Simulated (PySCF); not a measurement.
Sn(F)2(Cl)(Me) (CH3ClF2Sn), SMILES [CH3][Sn]([F])([F])[Cl].

Geometry: B3LYP-D3(BJ)/def2-SVP. The structure was generated by enumeration; whether it is a known compound was not checked. The def2 effective core potentials stand for the cores of Sn; spin–orbit coupling is left out.

Two levels are set side by side: TDDFT-PBE/def2-SVPD (PySCF) and TDDFT-CAM-B3LYP/def2-SVPD (PySCF). Vertical, same geometry. The lowest singlet is HOMO−1→LUMO 99 % with PBE and HOMO→LUMO 83 % with the other functional; states are paired by order. Differences are taken from unrounded values.

```
quantity                               TDDFT-CAM-B3LYP
-------------------------------------  ---------------
lowest singlet excitation (eV)                    6.04
lowest triplet excitation (TDA) (eV)              5.35
first bright state (f over 0.05) (eV)             7.08
its oscillator strength                           0.35
```

Task: What does TDDFT-PBE give, and how far is it from TDDFT-CAM-B3LYP? (Estimate from the structure and the level; the computed values follow.)

Result: 
| quantity | TDDFT-PBE | TDDFT-PBE minus TDDFT-CAM-B3LYP |
|---|---|---|
| lowest singlet excitation (eV) | 5.07 | -0.97 |
| lowest triplet excitation (TDA) (eV) | 4.62 | -0.73 |
| first bright state (f over 0.05) (eV) | 5.92 | -1.16 |
| its oscillator strength | 0.15 | -0.21 |

A lower first singlet is the usual sign of a functional without exact exchange. Differences between two approximate levels are no errors against the true value.

Rough cost on one machine, each run with all the roots and properties that it gave: TDDFT-CAM-B3LYP against TDDFT-PBE about 7 times.
